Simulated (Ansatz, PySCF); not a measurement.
Sn(H)2(Et)(vinyl) (C4H10Sn), SMILES C=[CH][SnH2][CH2]C. Atoms are numbered in the order given.

```xyz
15

Sn    -0.0547    -0.0339    -0.4201
C     -1.8494    -0.6662     0.5903
C     -2.9285     0.1138     0.7220
C      1.6381     0.0315     0.9555
C      2.9510     0.4548     0.2954
H     -0.3618     1.5372    -1.0672
H      0.3163    -1.1195    -1.7120
H     -1.8732    -1.6729     1.0273
H     -3.8292    -0.2240     1.2502
H     -2.9721     1.1282     0.3084
H      1.7233    -0.9715     1.4045
H      1.3583     0.7199     1.7693
H      3.2427    -0.2342    -0.5144
H      2.8817     1.4635    -0.1442
H      3.7824     0.4737     1.0214
```

Coordinates come from a B3LYP-D3(BJ)/def2-SVP optimisation. The def2 effective core potentials stand for the cores of Sn; spin–orbit coupling is left out. The values are those of a single conformer.

Two levels are set side by side: PBE-D3(BJ)/def2-SVP (Ansatz, a first-principles code) and B3LYP-D3(BJ)/def2-SVP (Ansatz). Each level has its own optimised geometry; the coordinates shown are those of the second. Frequencies come from the Hessian of PySCF at each geometry. Differences are taken from unrounded values.

```tsv
quantity	B3LYP-D3(BJ)
mean bond length (Å)	1.390
bond Sn1–C2 (Å)	2.154
bond Sn1–C4 (Å)	2.182
bond C2–C3 (Å)	1.338
bond C4–C5 (Å)	1.529
bond Sn1–H6 (Å)	1.727
bond Sn1–H7 (Å)	1.728
bond C2–H8 (Å)	1.098
bond C3–H9 (Å)	1.098
bond C3–H10 (Å)	1.096
bond C4–H11 (Å)	1.102
bond C4–H12 (Å)	1.102
bond C5–H13 (Å)	1.103
bond C5–H14 (Å)	1.103
bond C5–H15 (Å)	1.104
highest harmonic wavenumber (cm⁻¹)	3188
mean harmonic wavenumber (cm⁻¹)	1341
zero-point energy (kcal/mol)	74.79
```

What does PBE-D3(BJ) give, and how far is it from B3LYP-D3(BJ)? (An estimate is asked for; the answer gives what the named calculation found.)


| quantity | PBE-D3(BJ) | PBE-D3(BJ) minus B3LYP-D3(BJ) |
|---|---|---|
| mean bond length (Å) | 1.397 | 0.007 |
| bond Sn1–C2 (Å) | 2.157 | 0.003 |
| bond Sn1–C4 (Å) | 2.187 | 0.005 |
| bond C2–C3 (Å) | 1.346 | 0.008 |
| bond C4–C5 (Å) | 1.529 | 0.000 |
| bond Sn1–H6 (Å) | 1.736 | 0.010 |
| bond Sn1–H7 (Å) | 1.737 | 0.009 |
| bond C2–H8 (Å) | 1.106 | 0.008 |
| bond C3–H9 (Å) | 1.106 | 0.008 |
| bond C3–H10 (Å) | 1.104 | 0.008 |
| bond C4–H11 (Å) | 1.110 | 0.008 |
| bond C4–H12 (Å) | 1.110 | 0.008 |
| bond C5–H13 (Å) | 1.110 | 0.007 |
| bond C5–H14 (Å) | 1.110 | 0.007 |
| bond C5–H15 (Å) | 1.111 | 0.008 |
| highest harmonic wavenumber (cm⁻¹) | 3126 | -62 |
| mean harmonic wavenumber (cm⁻¹) | 1307 | -35 |
| zero-point energy (kcal/mol) | 72.85 | -1.95 |

Exact exchange shortens and stiffens bonds; PBE has none. Differences between two approximate levels are no errors against the true value.
